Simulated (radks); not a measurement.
Question: The erbium ion Er43+, 25 electrons, occupied as [Ar] 3d6 4d1 (not the ground configuration). Method: scalar-relativistic Kohn-Sham, LDA (Slater exchange, Perdew-Wang correlation), spin-unpolarised, spherical densities, finite nucleus; Fermi nuclear charge, rms radius 5.2516 fm; computed with a radial shooting solver on a logarithmic mesh with Libxc functionals. Some entries of the table are withheld. Estimate them.

| orbital | occ. | eigenvalue (hartree) | <r> (bohr) | <r^2> (bohr^2) |
|---|---|---|---|---|
| 1s | 2 | -2192.520 | 0.02038 | 0.0005686 |
| 2s | 2 | -438.2836 | 0.08616 | 0.008764 |
| 2p | 6 | -397.9700 | 0.07635 | 0.007108 |
| 3s | 2 | -155.4873 | 0.2168 | 0.05360 |
| 3p | 6 | -143.2132 | (1) | 0.05284 |
| 3d | 6 | -129.1916 | (2) | 0.04235 |
| 4d | 1 | -67.26082 | 0.4181 | 0.1998 |

Answer: 
(1) 3p <r> (bohr): 0.2138
(2) 3d <r> (bohr): 0.1910
